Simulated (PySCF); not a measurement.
Structure problem from calculated spectra and properties.

Formula: C6H12N2.

- Polarisability: 88.2 au [wB97X-D/def2-SVPD]
- Rotational structure: rotational constants A, B, C: 6.182, 1.059, 0.947 GHz [PBE0-D3(BJ)/def2-SVP]
- Dipole: 2.15 D [wB97X-D/def2-SVPD]
- 13C NMR: chemical shifts (computed TMS as zero) by class: 124.7 (1 C), 59.7 (1 C), 51.8 (1 C), 36.1 (1 C), 27.5 (1 C), 14.2 (1 C) ppm [GIAO KT3/pcSseg-1]
- NMR, other nuclei: isotropic shieldings of nuclei other than C and H, by class: -111 (1 N), 101 (1 N) ppm [GIAO KT3/pcSseg-1]
- Triplet: lowest triplet excitation (Tamm–Dancoff): 3.61 eV [TDA wB97X-D/def2-SVPD]
- Valence photoelectron: vertical ionisation energy: 7.80 eV [ΔSCF wB97X-D/def2-SVPD]

Electronic properties: PySCF, gas phase, density fitting. Levels stand in brackets. Geometry: PBE0-D3(BJ)/def2-SVP, one conformer, isolated molecule. Each NMR value is the plain mean over a class of atoms that symmetry, rotation or inversion makes alike.

Question: Propose a structure and show how it fits.

Answer: Numbering: `[CH3:1][CH2:2][CH2:3][N:4]1[CH2:5][CH2:6][CH:7]=[N:8]1`. Its formula, C6H12N2, gives 2 degrees of unsaturation: 1 ring and 1 π bond in the structure found. 6 carbons fall into 6 classes; from least to most shielded: C=N carbon [C7] (124.7 ppm), chain sp3 carbon bound to nitrogen [C3] (59.7 ppm), ring sp3 carbon bound to nitrogen [C5] (51.8 ppm), ring CH2 carbon [C6] (36.1 ppm), chain CH2 carbon [C2] (27.5 ppm), methyl carbon [C1] (14.2 ppm). The other shieldings belong to: -111 ppm, C=N nitrogen [N8]; 101 ppm, nitrogen bonded to 2 C and N [N4]. The first electron is taken from the HOMO, whose largest Löwdin shares are 0.41 on the nitrogen bonded to 2 C and N, 0.19 on the C=N carbon, 0.13 on the C=N nitrogen and 0.05 on an sp3 carbon bound to nitrogen. The optimised geometry has point group C1 and is an asymmetric top. Structure: `CCCN1CCC=N1`. Computed isomers that give other values at the same levels: `C=CCN(C)/N=C\C` (rotational constant A: 2.163 GHz; this holds for the one conformer computed); `N[C@@H]1[C@H]2CC[C@@H](N)[C@@H]12` (rotational constant A: 3.045 GHz; this holds for the one conformer computed). The assignments are read from this structure; whether some other isomer fits the data as well wasn't checked.
